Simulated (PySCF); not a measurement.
Gas-phase reaction: SnHF3 + F = SnF4 + H. Level: M06-2X/def2-TZVP†; standard pressure 1 bar.

Method: PySCF energies plus ideal-gas RRHO corrections (1 bar). † marks an energy on the PBE0/def2-TZVP geometry and frequencies. Open shells (unrestricted): F (multiplicity 2, electronic degeneracy 6), H (multiplicity 2); the rest are closed-shell singlets. Spin-orbit splitting is ignored; it lowers the true energy and changes the entropy of F. Sn: scalar-relativistic def2 core potential, no spin-orbit coupling. SnHF3: computed as isolated molecules; such fragments, hydroxides, amides, oligomers or adducts are transient or little studied in the gas. The harmonic model lacks anharmonicity and excited electronic states, which grow with temperature; levels with a mode under 35 cm⁻¹ are left out.

```tsv
T (K)	1000/T (1/K)	log10 K
1200	0.8333	5.00
1400	0.7143	4.10
1600	0.6250	3.43
1800	0.5556	?
2000	0.5000	2.50
2500	0.4000	1.75
```

Problem. Fit log10 K = a + b·(1000/T) to the five rows, get the mean ΔH° and ΔS°, and predict log10 K at 1800 K.

Solution. Means: 1000/T = 0.6145, log10 K = 3.356. Sums of products about the means: Sxy = 0.87723, Sxx = 0.117064, so b = Sxy/Sxx = 7.49 and a = 3.356 − (7.49)×0.6145 = -1.25.
ΔH° = −R ln 10 × 1000 K × b = −19.145 × (7.49) = -143 kJ; ΔS° = R ln 10 × a = -24 J/K. The run's own values go from -145 kJ and -25 J/K at 1200 K to -142 kJ and -23 J/K at 2500 K.
Prediction at 1800 K: -1.25 + (7.49)×0.5556 = 2.91. The computed value is 2.91, 0.00 from the line.
For scale, ΔH°(298 K) is -150 kJ at this level, -138 kJ at ωB97M-V/def2-TZVP†, and runs from -197 to -22 kJ over the 18 levels computed.
